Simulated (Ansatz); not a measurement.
The cluster Ag2Cl2⁺. Charge 1, multiplicity 2. Geometry r2SCAN-D4/def2-SVP; atoms count from 1.

```xyz
4

Ag   -0.489    0.219    1.506
Ag    0.489   -0.220   -1.505
Cl    1.598    0.834    0.397
Cl   -1.599   -0.833   -0.398
```

In the def2 sets Ag takes a core potential; there is no spin–orbit coupling. The structure comes from a short search, and lower isomers may exist.

Question: Estimate the Mulliken populations from the PBE0/def2-TZVP orbitals of Ansatz.

Answer: 
```
atom  charge (e)  spin (α − β)  d electrons
 Ag1        0.67          0.13         9.81
 Ag2        0.67          0.13         9.81
 Cl3       -0.17          0.37            –
 Cl4       -0.17          0.37            –
```
Mulliken values and Mayer orders depend strongly on the basis.

Question: Where does the spin sit?

Answer: Summed by element: Ag 0.25, Cl 0.75, of 1 unpaired in all. Largest on single atoms: Cl4 0.37, Cl3 0.37, Ag2 0.13.

Question: And the Mayer bond orders between bonded heavy atoms (over 0.3)?

Answer: Ag1–Cl3 0.57 (2.44 Å); Ag1–Cl4 0.57 (2.44 Å); Ag2–Cl3 0.57 (2.44 Å); Ag2–Cl4 0.57 (2.44 Å).
